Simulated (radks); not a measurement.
Results of a calculation; reference values are marked as such.
Task: The table gives one normalised radial function P(r) = r R(r) of Rh+ in [Kr] 4d8 (r in bohr). Code: a radial shooting solver on a logarithmic mesh with Libxc functionals. Model: scalar-relativistic Kohn-Sham, PBE, spin-polarised, spherical densities, finite nucleus; open shells are filled with parallel spins first (spin-orbit coupling, left out, can overturn this in heavy ions); Fermi nuclear charge, rms radius 4.4945 fm; hard spherical wall at 3.5 bohr.

r         P
0.001446   0.0000
0.001867   0.0000
0.002412   0.0000
0.003116   0.0001
0.004025   0.0002
0.005199   0.0004
0.006716   0.0007
0.008606   0.0014
0.01112    0.0029
0.01436    0.0060
0.01855    0.0119
0.02396    0.0235
0.03095    0.0454
0.03999    0.0855
0.05165    0.1559
0.06672    0.2729
0.08619    0.4540
0.1113     0.7092
0.1438     1.0258
0.1858     1.3529
0.24       1.5989
0.31       1.6587
0.4004     1.4754
0.5131     1.1082
0.6628     0.6671
0.8562     0.3109
1.106      0.1058
1.429      0.0245
1.846      0.0036
2.384      0.0003
3.079      0.0000

Which n and l does it have? It may be an empty orbital.

Result: n = 3, l = 2: the number of nodes gives n - l - 1 = 0, the rise at small r (about r^(l+1), flatter next to the nucleus through relativity) gives l, and the extent must fit the shell. The curve is that of 3d down; the table hardly tells the two spins apart. 3d down: eigenvalue -302.23 eV, 0 radial nodes, <r> = 0.370 bohr, 90 % of the charge inside 0.588 bohr.
